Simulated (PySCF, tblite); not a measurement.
## A complex of CH3NSi and dinitrogen

A gas-phase complex of CH3NSi and dinitrogen; neutral, singlet. The structure comes from a short search (6 tight-binding starts) and was relaxed by PBE0-D3(BJ)/def2-SVPD; another way of binding may lie lower. Frequencies by PBE0-D3(BJ)/def2-SVPD show no clear imaginary mode.

```
part        name     SMILES  atoms  charge  multiplicity
   1      CH3NSi  N#C[SiH3]    1–6       0             1
   2  dinitrogen        N#N    7–8       0             1
```

```xyz
8

Si    0.104   -0.222   -0.435
C    -0.669    0.420    1.133
N    -1.152    0.824    2.105
H    -0.292   -1.647   -0.566
H     1.575   -0.074   -0.288
H    -0.423    0.601   -1.553
N     1.435   -1.335   -3.179
N     1.860   -1.707   -4.120
```
Atoms count from 1 in this order.

| contact | kind (by geometry) | distance (Å) | angle (°) |
| --- | --- | --- | --- |
| C2–Si1···N7 | tetrel bond | 3.247 | 180 |

Interaction energies are complex less parts, with the parts frozen as they stand in it; counterpoise-corrected, in kcal/mol (PySCF).

Task: How strongly do the parts interact, level by level?

Result: 
| level | interaction | superposition error removed |
| --- | --- | --- |
| wB97M-D3(BJ)/def2-TZVPD | -1.17 | -0.08 |
| PBE0-D3(BJ)/def2-TZVPD | -1.23 | -0.09 |

Task: What holds them together? Decompose the wB97M-D3(BJ)/def2-TZVPD energy: frozen parts, their antisymmetrised product, then relaxation.

Result: electrostatic -1.5, Pauli repulsion +1.7, orbital relaxation -0.7, dispersion correction -0.8 kcal/mol, which sum to the value before the counterpoise correction; the Pauli term holds the exchange-correlation of the frozen density too. Of the attraction, 50 % is electrostatic, 27 % is dispersion correction, 22 % is orbital relaxation.

The parts were also relaxed and run alone, at the levels used for the complex: shieldings by PBE0/pcSseg-2; core levels by delta-SCF with SCAN, pcX-2 on the ionised atom and pcseg-1 elsewhere, spin-free X2C (2p3/2 is the spin-free 2p value less a third of a first-order spin-orbit splitting).

Values alone: C2–Si1 bond (Å): 1.858; shielding of Si1 (ppm): 440.3; shielding of N7 (ppm): -93.8; shielding of C2 (ppm): 58.8; Si1 2p3/2 core level (eV): 108.36; C2 1s core level (eV): 292.12.

Task: How do these values change when the complex forms?

Result: 
```csv
property,alone,in the complex,change
C2–Si1 bond (Å),1.858,1.862,+0.004
shielding of Si1 (ppm),440.3,438.8,-1.5
shielding of N7 (ppm),-93.8,-88.5,+5.3
shielding of C2 (ppm),58.8,57.6,-1.2
Si1 2p3/2 core level (eV),108.36,108.19,-0.17
C2 1s core level (eV),292.12,291.96,-0.15
```

The core-hole state of C2 is spin-contaminated (⟨S²⟩ 0.83 against 0.75 for a pure doublet), so that value and differences from it are less sure.

Task: What are the binding energy from relaxed parts (wB97M-D3(BJ)/def2-TZVPD), and ΔH and ΔG of association at 298.15 K and 1 atm?

Result: -1.18 kcal/mol, -0.65 with zero-point energy; ΔH -0.2 and ΔG +6.9 kcal/mol, from harmonic vibrations by PBE0-D3(BJ)/def2-SVPD with low modes damped.

The 5 runs behind this took 7.4 min in all, one thread each of Arm Neoverse V2 on a shared host, launched as `OMP_NUM_THREADS=1 python cluster_run.py task.json out`.
